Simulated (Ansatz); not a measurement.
Ansatz (a first-principles code) input (PBE/6-31G* with LANL2DZ past Ar): The .json file joins the Basis Set Exchange's 6-31G* for atoms up to Ar and LANL2DZ past it.

Ansatz 0.2 input:
```yaml
crystal:
  periodic: [false, false, false]
  atoms:
    - {symbol: Sb, position_ang: [-0.15246409, -0.12031107, 0.27598965]}
    - {symbol: F, position_ang: [-0.42184238, 1.47488843, -0.75930278]}
    - {symbol: F, position_ang: [1.28580557, -0.79312570, -0.80463857]}
basis:
  gaussian:
    orbitals: 6-31Gs+LANL2DZ.json
hamiltonian:
  xc: {name: PBE}
magnetization: {spin_polarized: true, initial_magnetization: 1}
relax: {f_tol: 0.003, max_steps: 120}
```

Output:

```
Functional definition: PBE
integrals: 0.01 GiB planned
405 factors; their error is unknown
mean field: 0.09 GiB planned
mean field evaluation 1: about -5571.7401 eV, gradient 3.6e1 eV
mean field evaluation 2: about -5533.4314 eV, gradient 1.0e2 eV
mean field evaluation 4: about -5576.0684 eV, gradient 2.0e0 eV
mean field evaluation 8: about -5576.0887 eV, gradient 2.1e-2 eV
mean field evaluation 16: about -5576.0712 eV, gradient 2.4e-5 eV
mean field -5576.07124168 eV, -204.9168385350 hartree, gradient 2.4e-5 eV, S^2 0.750952; 0 other end points of the search recorded, 0 dependent functions left out
the calculation of the forces begins
reference -5576.07126975 eV, -204.9168395664 hartree; 12, 11 occupied and 26, 27 virtual orbitals, 405 factors
relax step   1: F+E_penalty+E_count = -5576.07124168 eV  Δ(F+E_penalty+E_count) = +0.000e0 eV  max|allowed force component| = 2.237e-1 eV/Å  Δτ_max = 0.0000 Å  (27 SCF iters, accepted)
these checks for a lower state are left out or cut short: starts, cluster_reference, orbital_swaps, neighbouring_geometries, increment
integrals: 0.01 GiB planned
405 factors; their error is unknown
mean field: 0.09 GiB planned
mean field -5576.07316582 eV, -204.9169092456 hartree, gradient 9.0e-6 eV, S^2 0.750951; 0 other end points of the search recorded, 0 dependent functions left out
the calculation of the forces begins
reference -5576.07319385 eV, -204.9169102759 hartree; 12, 11 occupied and 26, 27 virtual orbitals, 405 factors
relax step   2: F+E_penalty+E_count = -5576.07316582 eV  Δ(F+E_penalty+E_count) = -1.924e-3 eV  max|allowed force component| = 3.494e-2 eV/Å  Δτ_max = 0.0132 Å  (27 SCF iters, accepted)
these checks for a lower state are left out or cut short: starts, cluster_reference, orbital_swaps, neighbouring_geometries, increment
integrals: 0.01 GiB planned
405 factors; their error is unknown
mean field: 0.09 GiB planned
mean field -5576.07324404 eV, -204.9169121203 hartree, gradient 8.0e-5 eV, S^2 0.750951; 0 other end points of the search recorded, 0 dependent functions left out
the calculation of the forces begins
reference -5576.07327209 eV, -204.9169131512 hartree; 12, 11 occupied and 26, 27 virtual orbitals, 405 factors
relax step   3: F+E_penalty+E_count = -5576.07324404 eV  Δ(F+E_penalty+E_count) = -7.823e-5 eV  max|allowed force component| = 3.548e-3 eV/Å  Δτ_max = 0.0024 Å  (19 SCF iters, accepted)
these checks for a lower state are left out or cut short: starts, cluster_reference, orbital_swaps, neighbouring_geometries, increment
integrals: 0.01 GiB planned
405 factors; their error is unknown
mean field: 0.09 GiB planned
mean field evaluation 32: about -5576.0732 eV, gradient 1.6e-2 eV
mean field -5576.07324547 eV, -204.9169121727 hartree, gradient 1.6e-5 eV, S^2 0.750951; 0 other end points of the search recorded, 0 dependent functions left out
the calculation of the forces begins
reference -5576.07327352 eV, -204.9169132036 hartree; 12, 11 occupied and 26, 27 virtual orbitals, 405 factors
relax step   4: F+E_penalty+E_count = -5576.07324547 eV  Δ(F+E_penalty+E_count) = -1.425e-6 eV  max|allowed force component| = 4.908e-5 eV/Å  Δτ_max = 0.0005 Å  (18 SCF iters, accepted)
integrals: 0.01 GiB planned
405 factors; their error is unknown
mean field: 0.09 GiB planned
mean field -5576.07324547 eV, -204.9169121727 hartree, gradient 1.6e-5 eV, S^2 0.750951; 1 other end points of the search recorded, 0 dependent functions left out
the calculation of the forces begins
reference -5576.07327352 eV, -204.9169132036 hartree; 12, 11 occupied and 26, 27 virtual orbitals, 405 factors
Total energy: -5576.07327352 eV, -204.9169132036 hartree
Atom 0 at    -0.146653    -0.115725     0.265470 Å, force    -0.000027    -0.000021     0.000049 eV/Å
Atom 1 at    -0.429253     1.478579    -0.753923 Å, force     0.000025    -0.000005    -0.000025 eV/Å
Atom 2 at     1.287405    -0.801402    -0.799498 Å, force     0.000002     0.000026    -0.000024 eV/Å
Dipole moment:    -0.263478    -0.207913     0.476946 e Å
```

The geometry given is a B3LYP-D3(BJ)/def2-TZVP minimum.
